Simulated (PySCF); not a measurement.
An unknown is described by computed data only.

Formula: C7H9FO.

* XPS: C1s 290.4, C1s 290.7, C1s 291.0, C1s 291.1, C1s 291.6, C1s 292.1, C1s 292.4, O1s 538.7, F1s 692.6 eV [ΔSCF SCAN, pcX-2 on the ionised atom, pcseg-1 elsewhere, spin-free X2C]
* Polarisability: 84.6 au [CAM-B3LYP/def2-SVPD]
* UV, first state: lowest singlet excitation: 5.82 eV (213 nm, f = 0.028) [TDDFT CAM-B3LYP/def2-SVPD]
* Valence photoelectron: vertical ionisation energy: 8.41 eV [ΔSCF CAM-B3LYP/def2-SVPD]
* Dipole: 2.29 D [CAM-B3LYP/def2-SVPD]
* Rotational structure: rotational constants A, B, C: 3.095, 1.106, 1.037 GHz [PBE0-D3(BJ)/def2-SVP]
* NMR, other nuclei: isotropic shieldings of nuclei other than C and H, by class: 242 (1 O), 331 (1 F) ppm [GIAO PBE0/pcSseg-1]
* 1H NMR: chemical shifts (computed TMS as zero) by class: 6.66 (1 H), 6.50 (1 H), 5.42 (1 H), 5.41 (1 H), 4.16 (1 H), 2.38 (1 H), 2.11 (1 H), 1.97 (1 H), 1.50 (1 H) ppm [GIAO PBE0/pcSseg-1]
* UV, strongest line: among the 10 lowest singlet transitions: S8 at 7.42 eV (167 nm, f = 0.328) [TDDFT CAM-B3LYP/def2-SVPD]
* 13C NMR: chemical shifts (computed TMS as zero) by class: 152.0 (1 C), 144.4 (1 C), 134.9 (1 C), 123.3 (1 C), 76.3 (1 C), 29.1 (1 C), 21.8 (1 C) ppm [GIAO PBE0/pcSseg-1]

Electronic properties: PySCF, gas phase, density fitting. Levels stand in brackets. One conformer (not necessarily the lowest) at the PBE0-D3(BJ)/def2-SVP geometry, without solvent, vibrations or thermal averaging. NMR classes are plain means over equivalent atoms (diastereotopic ones count apart unless rotation or inversion swaps them), as if these changed places fast.

**Question.** Give a SMILES that accounts for the data.

**Answer.** Numbering: `[CH2:1]=[CH:2][C@H:3]1[CH2:4][CH2:5][C:6]([F:7])=[CH:8][O:9]1`. Its formula, C7H9FO, gives 3 degrees of unsaturation: 1 ring and 2 π bonds in the structure found. 7 carbons fall into 7 classes; from least to most shielded: vinylic C–F carbon [C6] (152.0 ppm), alkene CH carbon [C2] (144.4 ppm), vinylic carbon bearing oxygen [C8] (134.9 ppm), terminal =CH2 carbon [C1] (123.3 ppm), ring sp3 carbon bound to oxygen [C3] (76.3 ppm), ring CH2 carbon [C4] (29.1 ppm), allylic carbon [C5] (21.8 ppm). Hydrogen classes from least to most shielded: 1 H on a vinylic carbon bearing oxygen, C8 (6.66 ppm), 1 H on an alkene CH carbon, C2 (6.50 ppm), 1 H on a terminal =CH2 carbon, C1 (5.42 ppm), 1 H on a terminal =CH2 carbon, C1 (5.41 ppm), 1 H on an sp3 carbon bound to oxygen, C3 (4.16 ppm), 1 H on an allylic carbon, C5 (2.38 ppm), 1 H on an allylic carbon, C5 (2.11 ppm), 1 H on a ring CH2 carbon, C4 (1.97 ppm), 1 H on a ring CH2 carbon, C4 (1.50 ppm). The other shieldings belong to: 242 ppm, cyclic ether oxygen [O9]; 331 ppm, vinyl fluorine [F7]. The core levels belong to: C1s 290.4 eV, terminal =CH2 carbon [C1]; C1s 290.7 eV, alkene CH carbon [C2]; C1s 291.0 eV, ring CH2 carbon [C4]; C1s 291.1 eV, allylic carbon [C5]; C1s 291.6 eV, vinylic carbon bearing oxygen [C8]; C1s 292.1 eV, vinylic C–F carbon [C6]; C1s 292.4 eV, sp3 carbon bound to oxygen [C3]; O1s 538.7 eV, cyclic ether oxygen [O9]; F1s 692.6 eV, vinyl fluorine [F7]. The hole state at 290.7 eV has ⟨S²⟩ = 0.82 against 0.75, so that value is less sure. The first electron is taken from the HOMO, whose largest Löwdin shares are 0.28 on the vinylic C–F carbon, 0.24 on the cyclic ether oxygen, 0.22 on the vinylic carbon bearing oxygen and 0.11 on the vinyl fluorine. The optimised geometry has point group C1 and is an asymmetric top. Structure: `C=C[C@H]1CCC(F)=CO1`. Computed isomers that give other values at the same levels: `C[C@H]1CC=C(F)C(=O)C1` (lowest singlet excitation: 3.94 eV (314 nm, f = 0.000)); `C#C[C@@H]1CC[C@@]1(F)OC` (13C chemical shifts (computed TMS as zero) by class: 113.5 (1 C), 84.8 (1 C), 79.7 (1 C), 50.2 (1 C), 36.3 (1 C), 34.7 (1 C), 21.9 (1 C) ppm); `C#C[C@@H]1CC[C@]1(F)OC` (13C chemical shifts (computed TMS as zero) by class: 114.4 (1 C), 86.1 (1 C), 80.4 (1 C), 50.0 (1 C), 37.5 (1 C), 35.9 (1 C), 21.4 (1 C) ppm). The assignments are read from this structure; whether some other isomer fits the data as well wasn't checked. The mirror image fits equally.
